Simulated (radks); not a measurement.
Results of a calculation; reference values are marked as such.
Task: Excited configurations of Ba+: one electron is placed in a higher orbital outside [Xe]. The ground configuration is [Xe] 6s1. Code: a radial shooting solver on a logarithmic mesh with Libxc functionals. Model: scalar-relativistic Kohn-Sham, LDA (Slater exchange, Perdew-Wang correlation), spin-unpolarised, spherical densities, finite nucleus; Fermi nuclear charge, rms radius 4.8378 fm. Excitation = E - E(ground); binding = E(ion) - E, where the ion is the core of charge +2; n* = 2/sqrt(2 binding) in atomic units, and the quantum defect is n - n*.

outer orbital  excitation (eV)  binding (eV)     n*  quantum defect  eigenvalue (eV)  <r> (bohr)
4f                       4.778         5.388  3.178           0.822           -2.194       4.053
5d                       0.729         9.437  2.401           2.599           -6.084       3.241
5f                       6.725         3.441  3.977           1.023           -2.465       8.964
6p                       2.705         7.461  2.701           3.299           -5.666       5.288
6f                       7.854         2.312  4.852           1.148           -1.766       15.27
7s                       5.153         5.013  3.295           3.705           -3.975       8.506
7p                       6.109         4.057  3.662           3.338           -3.188       10.05
7d                       7.385         2.781  4.423           2.577           -2.182       13.90
7f                       8.517         1.649  5.745           1.255           -1.300       22.96

Estimate the row for 6d.

Result: excitation (eV) 5.662; binding (eV) 4.504; n* 3.476; quantum defect 2.524; eigenvalue (eV) -3.400; <r> (bohr) 8.012. The Delta-SCF ionisation energy is 10.166 eV (NIST Atomic Spectra Database: 10.004 eV, measured). Self-interaction in the functional shifts the binding energies and quantum defects, so they are the method's values and not measured ones. Spin polarisation and multiplet splitting are left out, so open shells lie too high by an amount that depends on their filling.

Beside tabulated values, note that spin-unpolarised runs miss the spin-polarisation part of the exchange energy of open shells.
